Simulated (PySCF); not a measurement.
Simulated outer-valence photoelectron spectrum of `[S+]#[Ge-]` (germanium monosulfide). The calculation used EOM-IP-CCSD/aug-cc-pVTZ in PySCF, restricted Hartree–Fock reference, frozen core, non-relativistic, gas phase, PBE0-D3(BJ)/def2-SVP geometry.

Each root has a Gaussian of 0.5 eV full width with its one-hole share as area; cross sections and vibrations are left out, and the highest printed point is 100.

ionisation energy (eV), intensity and a bar:
```
      9.6          1 
      9.7          3 #
      9.8          8 ##
      9.9         21 ######
     10.0         43 #############
     10.1         70 #####################
     10.2         94 ############################
     10.3        100 ##############################
     10.4         86 ##########################
     10.5         59 ##################
     10.6         33 ##########
     10.7         15 ####
     10.8          5 ##
     10.9          2 
     11.0          0 
     11.1          0 
     11.2          0 
     11.3          0 
     11.4          0 
     11.5          0 
     11.6          0 
     11.7          0 
     11.8          0 
     11.9          0 
     12.0          0 
     12.1          0 
     12.2          0 
     12.3          0 
     12.4          0 
     12.5          0 
     12.6          0 
     12.7          0 
     12.8          0 
     12.9          0 
     13.0          0 
     13.1          0 
     13.2          0 
     13.3          0 
     13.4          0 
     13.5          0 
     13.6          0 
     13.7          0 
     13.8          0 
     13.9          0 
     14.0          0 
     14.1          1 
     14.2          2 #
     14.3          5 ##
     14.4         11 ###
     14.5         19 ######
     14.6         26 ########
     14.7         28 ########
     14.8         25 #######
     14.9         17 #####
     15.0         10 ###
     15.1          4 #
     15.2          2 
     15.3          0 
     15.4          0
```

**Question.** Where are the maxima, and how many lines lie under the curve?

**Answer.** 2 maxima, at 10.3 and 14.7 eV, from 3 lines (4 roots with degenerate partners counted). At this width some lines have no maximum of their own.

**Question.** List the lines with their holes.

**Answer.** 
| E (eV) | leading hole (HF orbital) | area | Koopmans (eV) |
| --- | --- | --- | --- |
| 10.26 | HOMO/HOMO-1 | 1.89 | 10.25 |
| 10.32 | HOMO-2 | 0.96 | 10.41 |
| 14.69 | HOMO-3 | 0.80 | 15.90 |

The widest gap, 4.37 eV, lies between 10.32 and 14.69 eV. Only orbitals with −ε under 21 eV, eight at most, were ionised, so the high end of the curve may lack lines.
